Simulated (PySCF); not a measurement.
phosphorus nitride cation (NP), SMILES N#P (connectivity only; charge and spin as stated), charge +1, multiplicity 2. Atoms are numbered in the order given.

```xyz
2

N      0.0000     0.0000    -1.0055
P      0.0000     0.0000     0.4693
```
Charge +1, spin multiplicity 2.

Geometry optimised at B3LYP-D3(BJ)/def2-TZVPD. The multiplicity is an assumed one; other spin states were not compared.

All values below come from PBE/def2-TZVPD (PySCF).

The molecule is in vacuum.

```
Quantity                                                           Result
------------------------------------------------  -----------------------
total energy                                           -395.45217 hartree
point group                                                           C∞v
α spin, highest occupied and lowest empty level      -17.16 and -11.66 eV
β spin, highest occupied and lowest empty level      -16.77 and -15.71 eV
dipole moment about the centre of nuclear charge                   2.01 D
mean static polarisability                           24.4 bohr³ (3.62 Å³)
polarisability, principal values                   22.0, 22.0, 29.3 bohr³
⟨S²⟩                                              0.765 (pure state 0.75)
```
